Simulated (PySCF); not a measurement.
PySCF input file for Te(H)(tBu) (C4H10Te), SMILES C([TeH])(C)(C)C, PBE-D3(BJ)/def2-SVP. Geometry optimised at PBE-D3(BJ)/def2-SVP. The def2 effective core potentials stand for the cores of Te; spin–orbit coupling is left out.

```python
import numpy as np
from pyscf import gto, scf, dft, df
from pyscf.hessian import thermo

mol = gto.M(
    atom='''
    Te    0.02604327   -1.02080317   -0.00000000
    H    -1.65448636   -1.11874765    0.00000004
    C    -0.00571259    1.22553505    0.00000000
    C    -0.71708120    1.71238696   -1.26326852
    C    -0.71708112    1.71238697    1.26326856
    C     1.46786337    1.64401758   -0.00000005
    H    -0.70835393    2.82623738   -1.28468987
    H    -1.77583266    1.38645509   -1.29264492
    H    -0.21960575    1.34800378   -2.18308730
    H    -1.77583258    1.38645509    1.29264503
    H    -0.21960562    1.34800379    2.18308731
    H    -0.70835386    2.82623739    1.28468992
    H     2.00316514    1.27931721    0.90011210
    H     2.00316510    1.27931720   -0.90011221
    H     1.53355975    2.75452591   -0.00000005
    ''',
    basis='def2-SVP',
    ecp={'Te': 'def2-svp'},
    charge=0,
    spin=0,
    max_memory=1600,
    verbose=3,
)
mf = dft.RKS(mol, xc='pbe').density_fit(auxbasis='def2-universal-jkfit')
mf.disp = 'd3bj'
mf.grids.level = 3
mf.conv_tol = 1e-11
mf.max_cycle = 100
mf.kernel()

# [left out here: the lines that compute and print the analytic Hessian (its translational invariance restored by hand, since the grid's response is missing), thermochemistry and intensities]
```

Program output:

```
converged SCF energy = -426.113100468328

WARN: DFTD3 does not support analytical Hessian, using finite difference


WARN: Mole.unit (angstrom) is changed to Bohr

Mode                                 0                   1                   2
Irrep
Freq [cm^-1]                      138.5283            217.2624            232.4031
Reduced mass [au]                   1.0301              2.5807              2.0751
Force const [Dyne/A]                0.0116              0.0718              0.0660
Char temp [K]                     199.3113            312.5922            334.3763
Normal mode                   x     y     z       x     y     z       x     y     z
       0  Te                -0.00  0.00 -0.01    0.02  0.02 -0.00   -0.00  0.00 -0.02
       1   H                -0.00 -0.00  0.96    0.03 -0.17  0.00   -0.00  0.00 -0.03
       2   C                 0.00  0.00 -0.01   -0.07 -0.02 -0.00   -0.00 -0.00  0.07
       3   C                 0.02  0.01 -0.01   -0.04  0.04  0.01   -0.02 -0.13  0.03
       4   C                -0.02 -0.01 -0.01   -0.04  0.04 -0.01    0.02  0.13  0.03
       5   C                -0.00  0.00  0.02   -0.02 -0.19  0.00   -0.00 -0.00  0.06
       6   H                -0.02  0.01  0.02    0.07  0.04  0.01   -0.11 -0.13 -0.06
       7   H                 0.03 -0.03 -0.05   -0.08  0.15  0.04    0.00 -0.21  0.05
       8   H                 0.05  0.05 -0.01   -0.11 -0.01 -0.00    0.01 -0.17  0.06
       9   H                -0.03  0.03 -0.05   -0.08  0.15 -0.04   -0.00  0.21  0.05
      10   H                -0.05 -0.05 -0.01   -0.11 -0.01  0.00   -0.01  0.17  0.06
      11   H                 0.02 -0.01  0.02    0.07  0.04 -0.01    0.11  0.13 -0.06
      12   H                -0.04  0.05  0.06   -0.07 -0.27 -0.00   -0.07  0.22  0.19
      13   H                 0.04 -0.05  0.06   -0.07 -0.27  0.00    0.07 -0.22  0.19
      14   H                 0.00 -0.00 -0.06    0.14 -0.20 -0.00    0.00 -0.00 -0.21
[...]
Force const [Dyne/A]                1.2064              1.2118              1.2536
Char temp [K]                    2016.1112           2021.0071           2037.6682
Normal mode                   x     y     z       x     y     z       x     y     z
       0  Te                 0.00 -0.00 -0.00   -0.00  0.00 -0.00    0.00 -0.00 -0.00
       1   H                 0.00  0.00  0.00   -0.00 -0.01  0.00   -0.01  0.01  0.00
       2   C                -0.00 -0.00  0.00   -0.00  0.00  0.00   -0.05 -0.00 -0.00
       3   C                -0.01 -0.03 -0.02    0.00  0.02  0.01   -0.02 -0.00  0.02
       4   C                 0.01  0.03 -0.02    0.00  0.02 -0.01   -0.02 -0.00 -0.02
       5   C                -0.00  0.00  0.01    0.02 -0.04  0.00    0.02  0.01 -0.00
       6   H                -0.13 -0.02 -0.20    0.13  0.01  0.10    0.38 -0.01 -0.26
       7   H                -0.10  0.27  0.35    0.08 -0.20 -0.20    0.07 -0.29  0.15
       8   H                 0.36  0.24  0.08   -0.23 -0.12 -0.07    0.01  0.35 -0.11
       9   H                 0.10 -0.27  0.35    0.08 -0.20  0.20    0.07 -0.29 -0.15
      10   H                -0.36 -0.24  0.08   -0.23 -0.12  0.07    0.01  0.35  0.11
      11   H                 0.13  0.02 -0.20    0.13  0.01 -0.10    0.38 -0.01  0.26
      12   H                -0.04 -0.10 -0.01   -0.26  0.31  0.30   -0.01 -0.04 -0.00
      13   H                 0.04  0.10 -0.01   -0.26  0.31 -0.30   -0.01 -0.04  0.00
      14   H                -0.00  0.00 -0.15    0.28 -0.04 -0.00   -0.05  0.01  0.00
Mode                                27                  28                  29
Irrep
Freq [cm^-1]                     1421.1002           1433.6471           2049.1229
Reduced mass [au]                   1.0624              1.0525              1.0159
Force const [Dyne/A]                1.2641              1.2746              2.5133
Char temp [K]                    2044.6468           2062.6989           2948.2316
Normal mode                   x     y     z       x     y     z       x     y     z
       0  Te                -0.00  0.00 -0.00   -0.00  0.00  0.00    0.01  0.00  0.00
       1   H                 0.00 -0.00  0.01    0.00 -0.00  0.00   -0.99 -0.05 -0.00
       2   C                 0.00  0.00 -0.05    0.00 -0.04 -0.00    0.00 -0.00 -0.00
       3   C                 0.02 -0.01  0.01   -0.01 -0.02 -0.02   -0.00 -0.00  0.00
       4   C                -0.02  0.01  0.01   -0.01 -0.02  0.02   -0.00 -0.00 -0.00
       5   C                -0.00 -0.00 -0.03    0.02 -0.02 -0.00   -0.00  0.00 -0.00
       6   H                -0.24 -0.01  0.05   -0.13 -0.01 -0.16   -0.00 -0.00 -0.00
       7   H                -0.06  0.23 -0.02   -0.08  0.21  0.27    0.00  0.00 -0.00
       8   H                 0.06 -0.10  0.07    0.30  0.16  0.08    0.00 -0.00  0.00
       9   H                 0.06 -0.23 -0.02   -0.08  0.21 -0.27    0.00  0.00  0.00
      10   H                -0.06  0.10  0.07    0.30  0.16 -0.08    0.00 -0.00 -0.00
      11   H                 0.24  0.01  0.05   -0.13 -0.01  0.16   -0.00 -0.00  0.00
      12   H                 0.17  0.38  0.03   -0.22  0.23  0.24   -0.00 -0.00 -0.00
      13   H                -0.17 -0.38  0.03   -0.22  0.23 -0.24   -0.00 -0.00  0.00
      14   H                 0.00 -0.00  0.55    0.23 -0.03  0.00   -0.00  0.00 -0.00
Mode                                30                  31                  32
Irrep
Freq [cm^-1]                     2940.8040           2944.8639           2953.2576
Reduced mass [au]                   1.0443              1.0438              1.0392
Force const [Dyne/A]                5.3211              5.3332              5.3401
Char temp [K]                    4231.1622           4237.0035           4249.0801
Normal mode                   x     y     z       x     y     z       x     y     z
       0  Te                 0.00  0.00 -0.00    0.00  0.00  0.00   -0.00  0.00 -0.00
       1   H                -0.00  0.00  0.00   -0.00  0.00  0.00    0.00 -0.00  0.00
       2   C                -0.00 -0.00  0.00   -0.00 -0.00 -0.00    0.00 -0.00 -0.00
       3   C                -0.01  0.03 -0.02    0.01 -0.03  0.02    0.00 -0.01  0.01
       4   C                 0.01 -0.03 -0.02    0.01 -0.03 -0.02    0.00 -0.01 -0.01
       5   C                 0.00  0.00 -0.00    0.01  0.01  0.00   -0.04 -0.03 -0.00
       6   H                -0.01 -0.58  0.00    0.01  0.56 -0.00    0.00  0.16 -0.00
       7   H                 0.25  0.09  0.00   -0.25 -0.09 -0.00   -0.07 -0.02 -0.00
       8   H                -0.12  0.09  0.21    0.11 -0.09 -0.20    0.03 -0.02 -0.06
       9   H                -0.25 -0.09  0.00   -0.25 -0.09  0.00   -0.07 -0.02  0.00
      10   H                 0.12 -0.09  0.21    0.11 -0.09  0.20    0.03 -0.02  0.06
      11   H                 0.01  0.58  0.00    0.01  0.56  0.00    0.00  0.16  0.00
      12   H                -0.00 -0.00  0.00   -0.06  0.04 -0.10    0.21 -0.16  0.37
      13   H                 0.00  0.00  0.00   -0.06  0.04  0.10    0.21 -0.16 -0.37
      14   H                -0.00 -0.00 -0.00   -0.01 -0.20  0.00    0.03  0.69 -0.00
Mode                                33                  34                  35
Irrep
Freq [cm^-1]                     3035.3752           3035.8309           3038.7607
Reduced mass [au]                   1.0986              1.0929              1.0929
Force const [Dyne/A]                5.9638              5.9343              5.9457
Char temp [K]                    4367.2291           4367.8848           4372.1001
Normal mode                   x     y     z       x     y     z       x     y     z
       0  Te                -0.00 -0.00  0.00   -0.00 -0.00 -0.00    0.00  0.00 -0.00
       1   H                 0.00  0.00 -0.00    0.00  0.00  0.00    0.00  0.00  0.00
       2   C                 0.00  0.00  0.00    0.00  0.00 -0.00    0.00 -0.00 -0.00
       3   C                -0.01 -0.02 -0.01    0.02  0.05  0.02   -0.02 -0.05 -0.02
       4   C                -0.01 -0.02  0.01   -0.02 -0.05  0.02   -0.02 -0.05  0.02
       5   C                -0.03  0.07  0.00   -0.00  0.00 -0.00    0.01 -0.03 -0.00
       6   H                 0.00  0.11 -0.00   -0.00 -0.35  0.01   -0.00  0.33 -0.01
       7   H                 0.15  0.04  0.00   -0.45 -0.13 -0.00    0.41  0.12  0.00
       8   H                -0.06  0.04  0.10    0.16 -0.11 -0.28   -0.15  0.10  0.27
       9   H                 0.15  0.04 -0.00    0.45  0.13 -0.00    0.41  0.12 -0.00
      10   H                -0.06  0.04 -0.10   -0.16  0.11 -0.28   -0.15  0.10 -0.27
      11   H                 0.00  0.11  0.00    0.00  0.35  0.01   -0.00  0.33  0.01
      12   H                 0.22 -0.14  0.39    0.00 -0.00  0.00   -0.08  0.05 -0.14
      13   H                 0.22 -0.14 -0.39   -0.00  0.00  0.00   -0.08  0.05  0.14
      14   H                -0.03 -0.60  0.00   -0.00 -0.00 -0.00    0.02  0.21 -0.00
Mode                                36                  37                  38
Irrep
Freq [cm^-1]                     3062.0867           3074.5613           3075.9939
Reduced mass [au]                   1.1046              1.1045              1.1040
Force const [Dyne/A]                6.1023              6.1517              6.1542
Char temp [K]                    4405.6610           4423.6092           4425.6703
Normal mode                   x     y     z       x     y     z       x     y     z
       0  Te                 0.00  0.00 -0.00    0.00 -0.00 -0.00   -0.00  0.00 -0.00
       1   H                -0.00 -0.00  0.00    0.00  0.00 -0.00   -0.00 -0.00  0.00
       2   C                -0.00 -0.00 -0.00   -0.00  0.00  0.00    0.00 -0.00  0.00
       3   C                -0.00 -0.00  0.00   -0.05  0.01  0.03    0.05 -0.01 -0.03
       4   C                 0.00  0.00  0.00    0.05 -0.01  0.03    0.05 -0.01  0.03
       5   C                 0.00 -0.00 -0.09    0.00  0.00  0.01   -0.00 -0.00  0.00
       6   H                 0.00  0.00  0.00   -0.01 -0.04  0.00    0.01  0.03 -0.01
       7   H                 0.03  0.01  0.00    0.39  0.13  0.01   -0.40 -0.13 -0.01
       8   H                 0.02 -0.01 -0.03    0.23 -0.18 -0.43   -0.23  0.18  0.43
       9   H                -0.03 -0.01  0.00   -0.39 -0.13  0.01   -0.40 -0.13  0.01
      10   H                -0.02  0.01 -0.03   -0.23  0.18 -0.43   -0.23  0.18 -0.43
      11   H                -0.00 -0.00  0.00    0.01  0.04  0.00    0.01  0.03  0.01
      12   H                 0.32 -0.23  0.54   -0.02  0.02 -0.04   -0.00  0.00 -0.00
      13   H                -0.32  0.23  0.54    0.02 -0.02 -0.04   -0.00  0.00  0.00
      14   H                 0.00  0.00 -0.02    0.00 -0.00  0.00    0.00  0.00  0.00
temperature 298.1500 [K]
pressure 101325.00 [Pa]
Rotational constants [GHz] 4.38556 1.49625 1.48441
Symmetry number 1
Zero-point energy (ZPE) 0.12371 [Eh]   324800.479 [J/mol]
                           tot       elec      trans        rot        vib
Entropy [J/mol/K]       363.424      0.000    173.901    116.699     72.824
Cv [J/mol/K]            118.139      0.000     12.472     12.472     93.195
Cp [J/mol/K]            126.453      0.000     20.786     12.472     93.195
Internal energy [J/mol]                      3718.434   3718.434 338018.710
Internal energy [Eh]   -425.98152  -426.11310
Enthalpy [J/mol]                             6197.391   3718.434 338018.710
Enthalpy [Eh]          -425.98058
Gibbs free energy [J/mol]                  -45651.250 -31075.401 316306.333
Gibbs free energy [Eh] -426.02185
mode   freq/cm-1   IR/(km/mol)
   1      138.53         0.422
   2      217.26         0.052
   3      232.40         0.021
   4      246.71         0.100
   5      252.03         0.000
   6      288.71         0.024
   7      297.62         0.048
   8      371.82         0.112
   9      373.90         0.002
  10      487.64         4.622
  11      605.66         8.953
  12      803.27         0.970
  13      913.18         0.055
  14      919.16         0.316
  15      925.23         0.010
  16     1000.43         2.269
  17     1000.62         1.297
  18     1121.32        81.980
  19     1205.69         1.138
  20     1206.26         2.301
  21     1331.07        11.700
  22     1331.22        11.042
  23     1354.64         0.025
  24     1390.45         0.016
  25     1401.27         0.263
  26     1404.67         0.203
  27     1416.25         9.483
  28     1421.10         8.328
  29     1433.65         5.089
  30     2049.12        59.017
  31     2940.80        16.464
  32     2944.86        49.717
  33     2953.26        39.119
  34     3035.38         6.691
  35     3035.83         2.243
  36     3038.76        31.368
  37     3062.09        10.254
  38     3074.56         6.297
  39     3075.99        14.784
max |gradient| / (hartree/bohr): 3.29839036490493e-05
APT charges: [-0.0069 -0.1014  0.2914 -0.0458 -0.0458 -0.0325 -0.0361  0.0012  0.01
  0.0012  0.01   -0.0361  0.0058  0.0058 -0.0206]
```

The calculation finished and met its thresholds.
